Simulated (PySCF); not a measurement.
H2FGa, singlet, at a GFN2-xTB geometry (such geometries of metal compounds can be far from the true shape). Base run: HF/6-31G, polarisability run with PySCF.

Here is a job for PySCF.
```python
from pyscf import gto, scf
from pyscf.prop import polarizability

mol = gto.M(
    atom='''
Ga   -0.147617   -0.288904    0.099803
H     0.593835   -1.068199    1.205408
H    -1.468262   -0.643151   -0.614215
F     0.605618    1.185262   -0.409453
''',
    basis='6-31g',
    charge=0,
    spin=0,
    verbose=4,
)

mf = scf.RHF(mol)
mf.kernel()
alpha = mf.Polarizability().polarizability()[2, 2]
print('alpha_zz =', alpha)
```

Variants of this job, named by their change:

```json
[
 {"change": "base", "alpha_zz (bohr³)": "17.35", "basis functions": "40"},
 {"change": "finite field (a.u.) = 0.05; conv_tol = 1e-11", "alpha_zz (bohr³)": "17.69", "basis functions": "40"},
 {"change": "basis = def2-TZVP", "alpha_zz (bohr³)": "(withheld)", "basis functions": "(withheld)"},
 {"change": "basis = def2-SVP", "alpha_zz (bohr³)": "20.30", "basis functions": "56"},
 {"change": "finite field (a.u.) = 2e-4; conv_tol = 1e-6", "alpha_zz (bohr³)": "17.27", "basis functions": "40"},
 {"change": "finite field (a.u.) = 0.001; conv_tol = 1e-6", "alpha_zz (bohr³)": "17.33", "basis functions": "40"},
 {"change": "functional = lda,vwn", "alpha_zz (bohr³)": "21.04", "basis functions": "40"},
 {"change": "functional = camb3lyp", "alpha_zz (bohr³)": "19.47", "basis functions": "40"},
 {"change": "basis = cc-pVDZ", "alpha_zz (bohr³)": "20.53", "basis functions": "51"},
 {"change": "basis = cc-pVTZ", "alpha_zz (bohr³)": "(withheld)", "basis functions": "(withheld)"},
 {"change": "basis = def2-SVPD", "alpha_zz (bohr³)": "25.33", "basis functions": "77"},
 {"change": "basis = def2-TZVPD", "alpha_zz (bohr³)": "25.70", "basis functions": "112"}
]
```

Problem. What belongs in the gaps?

Solution. 
- basis = def2-TZVP, alpha_zz (bohr³): 23.62
- basis = def2-TZVP, basis functions: 91
- basis = cc-pVTZ, alpha_zz (bohr³): 23.48
- basis = cc-pVTZ, basis functions: 101

Finite-field rows take the second difference of the energy in a field along z; a small field with loose convergence shows SCF noise divided by the square of the field, and a large one adds hyperpolarisability.
